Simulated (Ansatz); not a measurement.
Reaction R1 → 2 P1, each structure at its B3LYP-D3(BJ)/def2-TZVP stationary point, reached from a drawn start (curvature not checked).
R1, Cl2 (SMILES ClCl) (charge 0, multiplicity 1):
```xyz
2

Cl     0.0000     0.0000    -1.0067
Cl     0.0000     0.0000     1.0067
```
P1: Cl atom, charge 0, multiplicity 2.

P less R. No zero-point or thermal terms; singlets are restricted closed shells; open shells are unrestricted; no spin–orbit coupling.

Cores are frozen in the correlated methods. CBS(a, b) extrapolates the correlation energy as X⁻³ and adds the Hartree–Fock energy of set b.

Codes used: Ansatz (a first-principles code). All values are computed, each at the level named.

PBE/def2-TZVPP gives 65.53 kcal/mol for the reaction energy.

Question: How do the other levels lie against it? Give each less PBE: r2SCAN/def2-TZVPP, B3LYP/def2-TZVPP, wB97M-V/def2-TZVPP, B2PLYP/def2-TZVPP, MP2/CBS(cc-pV(T+d)Z, cc-pV(Q+d)Z), CCSD(T)/CBS(cc-pV(T+d)Z, cc-pV(Q+d)Z).

Answer: r2SCAN/def2-TZVPP -6.38; B3LYP/def2-TZVPP -10.25; wB97M-V/def2-TZVPP -5.21; B2PLYP/def2-TZVPP -10.64; MP2/CBS(cc-pV(T+d)Z, cc-pV(Q+d)Z) -1.86; CCSD(T)/CBS(cc-pV(T+d)Z, cc-pV(Q+d)Z) -6.58 kcal/mol. 0 of 6 lie above PBE; the widest gap is to B2PLYP/def2-TZVPP.
